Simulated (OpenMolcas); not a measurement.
**Worked example: vertical ionisation energy of CSeO (carbonyl selenide)**

The species is CSeO (3 atoms), meant as a singlet with charge 0. SMILES: `O=C=[Se]`. The coordinates come from a PBE0-D4/def2-TZVP relaxation.

```xyz
3

O    -0.8200    0.9949   -0.3465
C    -0.1141    0.1385   -0.0482
Se    0.9341   -1.1334    0.3947
```

Both states at this one shape; open shells run unrestricted unless said. 1 Eh = 27.2114 eV.

| level | program | singlet CSeO (Eh) | doublet CSeO+ (Eh) | HOMO of the first (eV) |
| --- | --- | --- | --- | --- |
| r2SCAN/def2-TZVP | OpenMolcas | -2514.878087 | -2514.489313 | -7.23 |
| M06-2X/def2-TZVP | OpenMolcas | -2514.922391 | -2514.535656 | -9.15 |

**Question.** Work out the vertical ionisation energy at each level.

**Answer.** 
1. r2SCAN/def2-TZVP: -2514.489313 − (-2514.878087) = 0.388774 Eh = 10.58 eV; −ε(HOMO) = 7.23 eV.
2. M06-2X/def2-TZVP: -2514.535656 − (-2514.922391) = 0.386735 Eh = 10.52 eV; −ε(HOMO) = 9.15 eV.

No measured value is set beside it here; the levels span 10.52 to 10.58 eV. In semi-local functionals −ε(HOMO) lies far under the ionisation energy, a result of self-interaction, while the difference of totals does much better. All-electron rows are non-relativistic unless named.
